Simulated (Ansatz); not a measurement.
A structure relaxed at r2SCAN-D4/def2-SVP in Ansatz, charge 1, singlet:

Cartesian coordinates in Å:
```
Pt -2.006 1.073 0.282
Pt 0.037 -0.220 0.134
Pt 0.660 -2.034 -1.390
Pt 1.938 0.066 -1.395
Au -0.629 1.115 2.370
```

Give its formula.

Pt4Au⁺.

Summarise the bond lengths by kind (pairs closer than 1.2 times the sum of covalent radii, bridged metal pairs left out).

4 × Pt–Pt 2.42 to 2.46 Å; 2 × Au–Pt 2.50 to 2.69 Å.

In the def2 sets Au, Pt take a core potential; there is no spin–orbit coupling. The restricted singlet is unstable towards broken spin symmetry in Hartree–Fock (as tested in another run); at r2SCAN-D4/def2-SVP this wasn't settled. Another isomer (singlet) lies 0.35 eV lower at PBE0-D4/def2-TZVP; other spin states weren't run for this one.
